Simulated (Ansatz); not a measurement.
Input and output for FI₃Zr, SMILES `[F][Zr]([I])([I])[I]`.

```yaml
crystal:
  periodic: [false, false, false]
  atoms:
    - {symbol: F, position_ang: [-0.604708, -0.038531, 1.925922]}
    - {symbol: Zr, position_ang: [-0.037607, -0.016580, 0.141522]}
    - {symbol: I, position_ang: [2.127539, -1.583263, -0.119491]}
    - {symbol: I, position_ang: [-2.013227, -0.936077, -1.427530]}
    - {symbol: I, position_ang: [0.578002, 2.500749, -0.561723]}
basis:
  gaussian: {orbitals: STO-3G}
hamiltonian: {xc: {name: B2GP-PLYP}}
scf: {lower_state_search: light}
output: {forces: true}
```

```sh
$ ansatz run in.yaml --threads 4 --pin off --events-out ev --progress --plain --max-ram 11315MiB
```

It prints (some lines left out):

```
Functional definition: B2GP-PLYP
1264 factors; integrals over basis functions are off by at most 4.5e-5 eV
mean field evaluation 1: about -657410.3664 eV, gradient 3.1e1 eV
mean field evaluation 2: about -657410.3758 eV, gradient 3.1e1 eV
mean field evaluation 4: about -657414.6436 eV, gradient 2.3e0 eV
mean field evaluation 8: about -657414.6700 eV, gradient 1.4e-2 eV
mean field -657414.67003975 eV, -24159.5435122927 hartree, gradient 8.0e-6 eV, S^2 0.000000; 0 other end points of the search recorded, 0 dependent functions left out
69 core orbitals not correlated: weight in the atoms' cores, before any rotation towards them, 1.000 or more for the frozen orbitals, at most 0.000 for the correlated occupied ones
reference -657414.67013686 eV, -24159.5435158613 hartree; 35, 35 occupied and 9, 9 virtual orbitals, 1264 factors
second order -5.60388926 eV of doubles, -0.00000000 eV of singles
mean field evaluation 16: about -657414.6700 eV, gradient 8.0e-6 eV
Total energy: -657416.68753699 eV, -24159.6176539487 hartree
Atom 0 at    -0.604708    -0.038531     1.925922 Å, force     0.304033     0.011770    -0.956673 eV/Å
Atom 1 at    -0.037607    -0.016580     0.141522 Å, force    -0.070268    -0.002801     0.221441 eV/Å
Atom 2 at     2.127539    -1.583263    -0.119491 Å, force    -0.366518     0.236960     0.156333 eV/Å
Atom 3 at    -2.013227    -0.936077    -1.427530 Å, force     0.263477     0.138459     0.355309 eV/Å
Atom 4 at     0.578002     2.500749    -0.561723 Å, force    -0.130723    -0.384387     0.223591 eV/Å
Dipole moment:    -0.103347    -0.003996     0.325165 e Å
```

It took 7.5 s on 4 threads of an Arm Neoverse V2 on a shared host, with 0.62 GiB of host memory at the peak.
